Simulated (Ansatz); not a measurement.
Geometry optimisation, RKS B3LYP/def2-SVP (Ansatz).

Input:

```yaml
crystal:
  periodic: [false, false, false]
  atoms:
    - { symbol: Sn, position_ang: [0.0, 0.0, 0.0] }
    - { symbol: Cl, position_ang: [0.0, 0.0, 2.76] }
    - { symbol: H, position_ang: [1.6408, 0.0, -0.5794] }
    - { symbol: H, position_ang: [-0.8195, 1.4198, -0.5794] }
    - { symbol: H, position_ang: [-0.8195, -1.4198, -0.5794] }
    - { symbol: O, position_ang: [-2.1447, 0.0, 0.7126] }
    - { symbol: H, position_ang: [-2.6898, -0.6297, 0.1413] }
    - { symbol: H, position_ang: [-1.5115, 0.0, 1.9362] }
basis:
  gaussian: { orbitals: def2-SVP }
hamiltonian:
  xc: b3lyp
relax:
  f_tol: 0.15
  max_steps: 25
  restrain:
    - { distance: [0, 5], at: 1.96, k: 30.0 }
    - { distance: [7, 1], at: 1.37, k: 30.0 }
    - { distance: [0, 1], at: 3.61, k: 30.0 }
    - { distance: [7, 5], at: 2.21, k: 30.0 }
```

Run as:

```bash
$ ansatz run input.yaml --threads 1 --pin off --max-ram 2048MiB --backend cpu --events-out ev --progress --plain --runs-dir out
```

Where does it end, and by what steps?

The forces met the threshold. The restraints hold the end off the free minimum; the threshold counts their pulls, which the force column leaves out. Restrained pairs: Sn1–O6 (2.26 → 1.99 Å), Cl2–H8 (1.72 → 1.33 Å), Sn1–Cl2 (2.76 → 3.62 Å), O6–H8 (1.38 → 2.20 Å). After 9 steps the energy has fallen by 1.779 eV (the restraints' own energy left out); H3 moved furthest, 1.16 Å.

```
step  energy less start (eV)  largest force component (eV/Å)  accepted
   0                  0.0000                           2.130       yes
   1                  0.3771                           2.246       yes
   2                  0.3984                           2.095       yes
   3                 -0.2307                           1.435       yes
   4                 -0.7985                           1.327       yes
   5                 -1.2152                           1.208       yes
   6                 -1.4873                           1.087       yes
   7                 -1.6754                           1.204       yes
   8                 -1.7588                           1.025       yes
   9                 -1.7793                           0.951       yes
```

```xyz
8
Properties=species:S:1:pos:R:3
Sn -0.437 0.018 -0.511
Cl 0.069 0.006 3.079
H 1.005 -0.125 0.387
H -0.532 1.510 -1.353
H -0.628 -1.335 -1.564
O -2.075 0.017 0.612
H -2.566 -0.813 0.543
H -1.181 0.092 2.619
```

Time of the run: 41 s on 1 thread of Arm Neoverse V1, with other jobs on the host, peak memory 0.17 GiB.
